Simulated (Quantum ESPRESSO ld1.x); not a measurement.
Problem. All-electron atom: Sc III in [Ar] 3d1. Calculated with ld1.x of Quantum ESPRESSO 7.5: Dirac Kohn-Sham, PBEsol, spin-unpolarised, spherical densities, point nucleus; open shells are shared between the two j in proportion to 2j + 1; speed of light set to 171.295 atomic units (1.25 times the physical value, a model run). Some entries of the table are withheld. Estimate them.

orbital,occ.,eigenvalue (hartree),<r^2> (bohr^2),r(max) (bohr)
1s1/2,2,(1),0.007222,0.04804
2s1/2,2,-17.9068,(2),0.2847
2p1/2,2,(3),0.1165,0.2318
2p3/2,4,(4),0.1177,0.2331
3s1/2,2,-2.57130,1.337,(5)
3p1/2,2,-1.80217,1.584,0.9663
3p3/2,4,-1.79015,1.597,0.9703
3d3/2,0.4,-0.65802,(6),1.076
3d5/2,0.6,-0.65716,(7),1.077

Solution. 
(1) 1s1/2 eigenvalue (hartree): -161.596
(2) 2s1/2 <r^2> (bohr^2): 0.1406
(3) 2p1/2 eigenvalue (hartree): -14.8866
(4) 2p3/2 eigenvalue (hartree): -14.7780
(5) 3s1/2 r(max) (bohr): 0.9292
(6) 3d3/2 <r^2> (bohr^2): 3.088
(7) 3d5/2 <r^2> (bohr^2): 3.096
